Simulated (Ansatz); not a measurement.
# Ligand exchange: C2H5Cl + GeH3I → C2H5I + GeH3Cl

Species: C2H5Cl (chloroethane) `CCCl`, singlet; GeH3I `[GeH3][I]`, singlet; C2H5I (iodoethane) `CCI`, singlet; GeH3Cl (chlorogermane) `[Cl][GeH3]`, singlet. The partners trade Cl for I: C–Cl and Ge–I bonds give way to C–I and Ge–Cl.

Shapes, held fixed at every level: PBE0-D4/def2-TZVP. Programs: Ansatz 0.2.0. The zero-point and thermal change to 298 K, harmonic and unscaled (PBE0-D4/def2-TZVP), is -1.0 kJ/mol.

```json
{"level": "HF/def2-SVP", "kind": "Hartree–Fock", "ΔH(298 K) (kJ/mol)": "-0.1", "less CCSD(T)/def2-TZVPP": "+9.4", "CPU time (sum over the molecules)": "–"}
{"level": "SPW92/def2-TZVPP", "kind": "LDA", "ΔH(298 K) (kJ/mol)": "+1.1", "less CCSD(T)/def2-TZVPP": "+10.6", "CPU time (sum over the molecules)": "7.3 s"}
{"level": "PBE-D4/def2-TZVPP", "kind": "GGA", "ΔH(298 K) (kJ/mol)": "-2.5", "less CCSD(T)/def2-TZVPP": "+7.0", "CPU time (sum over the molecules)": "13 s"}
{"level": "BHLYP-D4/def2-TZVPP", "kind": "global hybrid", "ΔH(298 K) (kJ/mol)": "-2.5", "less CCSD(T)/def2-TZVPP": "+7.0", "CPU time (sum over the molecules)": "18 s"}
{"level": "PBE0-D4/def2-TZVPP", "kind": "global hybrid", "ΔH(298 K) (kJ/mol)": "-0.7", "less CCSD(T)/def2-TZVPP": "+8.8", "CPU time (sum over the molecules)": "14 s"}
{"level": "B2PLYP/def2-TZVPP", "kind": "double hybrid", "ΔH(298 K) (kJ/mol)": "-6.1", "less CCSD(T)/def2-TZVPP": "+3.4", "CPU time (sum over the molecules)": "30 s"}
{"level": "CCSD(T)/def2-TZVPP", "kind": "coupled cluster or CI", "ΔH(298 K) (kJ/mol)": "-9.5", "less CCSD(T)/def2-TZVPP": "0.0", "CPU time (sum over the molecules)": "3.7 min"}
```

The highest level, CCSD(T)/def2-TZVPP, gives ΔH(298 K) = -9.5 kJ/mol; the levels span -9.5 to +1.1. They disagree on the sign: 1 of 7 are positive. The column of differences is taken from that level and isn't an error. No measured value is set beside it here. For atoms past krypton def2 sets carry core potentials with scalar relativity. Relativity is left out for Ge. Outer-core shells of Ge, I are correlated, in sets that cover them unevenly. CCSD(T)/def2-TZVPP lies outside the range of all other levels here, so it shouldn't be taken on trust. Times are processor times on shared x86 and Arm servers, and rough.
